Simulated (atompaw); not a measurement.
zirconium (Zr): one change to a PAW (atompaw) potential, before and after

zirconium (Zr), PAW, made with atompaw 4.2.0.5 (PBE, scalar-relativistic). Core [Ar] 3d10 4s2, reference 4p6 4d2 5s0 5p0 (charge +2). Waves: 5s (bound, empty): rc 3.00 bohr; 5s channel at -0.55 Ry: rc 3.00 bohr; 4p (bound): rc 2.30 bohr; 5p (bound, empty): rc 3.00 bohr; 4d (bound): rc 3.00 bohr; 4d channel at -0.8 Ry: rc 3.00 bohr. Local part: troulliermartins scheme with l = 3 at 0 Ry, radius 2.30 bohr. Core correction: smooth core density matched at 2.90 bohr. Augmentation charge: besselshape compensation charge, radius 2.70 bohr; PAW radius 3.00 bohr; waves and projectors: custom rrkj gramschmidtortho.

Change: wave 4p (bound): rc 2.30 bohr becomes 4p (bound): rc 1.74 bohr.

Cutoffs: the cutoffs (Ry, on a coarse ladder) from which the occupation-weighted sum of valence levels, in a spherical-Bessel basis at the reference potential, stays within 10 and 1 mRy of its value at 400 Ry; they do not see the model core or the augmentation charge, which bear on the density cutoff.

**Question.** What does the change do?

**Answer.** The potential gets harder (15 Ry and 25 Ry → 25 Ry and 45 Ry); both files keep a bound ghost (d, s).

```csv
quantity,base,changed
"cutoff, loose",15 Ry,25 Ry
"cutoff, tight",25 Ry,45 Ry
loose cutoff by channel (10 mRy a level),"p 15 Ry, d 8 Ry","p 21 Ry, d 8 Ry"
bound ghosts,"s, d","s, d"
s: phases at 3.02 bohr within 0.05 rad from the reference energy up to (Ry; the scan ends near 5),2.2,2.2
p: phases at 3.02 bohr within 0.05 rad from the reference energy up to (Ry; the scan ends near 5),0.1,1.0
d: phases at 3.02 bohr within 0.05 rad from the reference energy up to (Ry; the scan ends near 5),0.0,0.0
lowest overlap eigenvalue by channel,"s 0.27, p 0.50, d 0.17","s 0.27, p 0.45, d 0.17"
```

 A true bound ghost makes a file unfit for plane-wave use even where its test errors are small: the radial tests pick states by their node count and pass the ghost by. The cutoffs see the waves, projectors and local potential, not the compensation charge or the core.
